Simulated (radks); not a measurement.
Values are calculated unless marked as measured or tabulated.
Species: neutral iron. Configuration: [Ar] 3d6 4s2 (the NIST ground configuration). Code: a radial shooting solver on a logarithmic mesh with Libxc functionals. Model: scalar-relativistic Kohn-Sham, PBE, spin-polarised, spherical densities, point nucleus; open shells are filled with parallel spins first; hard spherical wall at 3 bohr. Some entries of the table are withheld. Estimate them.

| orbital | occ. | eigenvalue (Ry) | <1/r> (bohr^-1) |
|---|---|---|---|
| 1s down | 1 | -513.2134 | 25.98 |
| 1s up | 1 | -513.2128 | 25.98 |
| 2s up | 1 | -59.14883 | 5.554 |
| 2s down | 1 | -59.01485 | 5.562 |
| 2p up | 3 | -50.21573 | 5.449 |
| 2p down | 3 | -50.11427 | 5.456 |
| 3s up | 1 | -6.03165 | 1.735 |
| 3s down | 1 | -5.72055 | 1.727 |
| 3p up | 3 | -3.54958 | 1.588 |
| 3p down | 3 | -3.24638 | 1.577 |
| 3d up | 5 | 0.30753 | 1.242 |
| 3d down | 1 | 0.58379 | 1.215 |
| 4s up | 1 | 1.15050 | 0.7466 |
| 4s down | 1 | 1.28286 | 0.7404 |
| 4p up | 0 | 1.95988 | 0.7558 |
| 4p down | 0 | 2.08825 | 0.7532 |
| 4d up | 0 | 3.47339 | 0.8567 |
| 4d down | 0 | 3.62351 | 0.8722 |
| 5s up | 0 | (1) | 0.9025 |
| 5s down | 0 | (2) | 0.9036 |

Answer. 
(1) 5s up eigenvalue (Ry): 6.97707
(2) 5s down eigenvalue (Ry): 7.13661
